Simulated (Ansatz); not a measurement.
```yaml
atoms:
  - { symbol: Be, position_ang: [0.0000, 0.0000, -0.9637] }
  - { symbol: O, position_ang: [0.0000, 0.0000, 0.4819] }
```

Basis set: def2-TZVP (spherical functions). Frozen core: 1 orbital. Charge 0, multiplicity 1.

Computed with Ansatz (development build ahead of 0.2.0); each method stands on the lowest determinant of its kind that the runs found. Restricted open shells among the atoms or ions are ROHF, correlated in semicanonical orbitals with singles.

The atomization energy at this shape (free ground-state atoms in the same class of orbitals less the molecule, no zero-point energy) of singlet BeO:

| method | atomization energy |
| --- | --- |
| RHF | 1.16 eV |

**Question.** What does RHF-MP2 give?

**Answer.** 4.78 eV. Caution: in another basis set an unrestricted determinant lies well below.
